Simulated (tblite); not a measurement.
C4H8O2Si.
SMILES with atom numbers: `[CH3:1][O:2][C@@H:3]1[CH:4]=[CH:5][SiH2:6][O:7]1` (hydrogens: H8, H9, H10 on C1; H11 on C3; H12 on C4; H13 on C5; H14, H15 on Si6)

Geometry (GFN2-xTB, Å), atoms numbered from 1 in this order:
```xyz
15
C4H8O2Si angstrom
C      2.4379   -0.0697   -0.4295
O      1.2050   -0.7104   -0.6793
C      0.1997   -0.3690    0.2220
C     -1.0200   -1.1928   -0.0965
C     -2.0887   -0.5033   -0.4667
Si    -1.6268    1.3211   -0.4300
O     -0.1252    0.9913    0.1437
H      2.3296    1.0173   -0.4754
H      2.8267   -0.3499    0.5570
H      3.1193   -0.4094   -1.2062
H      0.5488   -0.5534    1.2587
H     -0.9220   -2.2642   -0.0298
H     -3.0194   -0.9706   -0.7366
H     -1.5636    1.9522   -1.7444
H     -2.3056    2.1187    0.5853
```

Calculated harmonic vibrations of the isolated species, GFN2-xTB (tblite), most abundant isotopes, no scaling. The method is semi-empirical: single wavenumbers can be off by several per cent or more. Modes of hydrogen on silicon can be 10 to 20 % off. One conformer, not necessarily the lowest.

Harmonic wavenumbers (cm⁻¹): 73.2, 113.2, 176.4, 194.0, 310.5, 413.2, 466.5, 491.9, 537.7, 581.5, 646.1, 689.6, 762.3, 780.9, 822.4, 826.2, 898.1, 957.9, 996.3, 1032.2, 1098.1, 1114.5, 1132.7, 1159.0, 1251.9, 1286.7, 1317.2, 1393.1, 1459.4, 1484.0, 1648.1, 2276.6, 2299.1, 2760.2, 2909.3, 2955.6, 3027.9, 3089.9, 3115.7.

A = 4550, B = 1695, C = 1349 MHz; mass 116.029 u (most abundant isotopes); point group C1, symmetry number 1.

Task: Zero-point energy?

Result: Half the sum of the wavenumbers: 24275 cm⁻¹ = 69.40 kcal/mol.

Task: Entropy at 350 K, 1 bar (ideal gas, RRHO, classical rotation)?

Result: Translation 40.98, rotation 28.30, vibration 23.03: S = 92.3 cal/(mol K).

Task: And Cp and H(350 K) − H(0)?

Result: Cp = 35.84 cal/(mol K), of which vibrations give 27.89 (their classical limit is 39 R = 77.5); H(350 K) − H(0) = 7.32 kcal/mol without the zero-point energy, 4.54 from vibrations.

Task: Which modes carry the vibrational entropy at 350 K?

Result: 73.2 cm⁻¹: 4.38; 113.2 cm⁻¹: 3.53; 176.4 cm⁻¹: 2.67; 194.0 cm⁻¹: 2.49; 310.5 cm⁻¹: 1.63; 413.2 cm⁻¹: 1.16 cal/(mol K); the other 33 give 7.17 together.

Task: Blend soft modes into free rotors: weight 1/[1 + (100 cm⁻¹/ν̃)⁴] for the oscillator and the rest for a rotor with moment μB/(μ + B), μ = h/(8π²ν), B = 10⁻⁴⁴ kg m². What vibrational entropy results?

Result: 21.95 cal/(mol K) in place of 23.03, which changes −T·S at 350 K by +0.38 kcal/mol.

Task: What must be added to the electronic energy to get the Gibbs energy at 350 K and 1 bar?

Result: ZPE + [H(350 K) − H(0)] − T·S = 69.40 + 7.32 − 32.31 = 44.41 kcal/mol.

Hindered rotation and anharmonicity are outside this model. Other conformers, if any are populated, would add a mixing term that is left out. The structure is chiral; the term R ln 2 for an equal mix with its mirror image is left out.
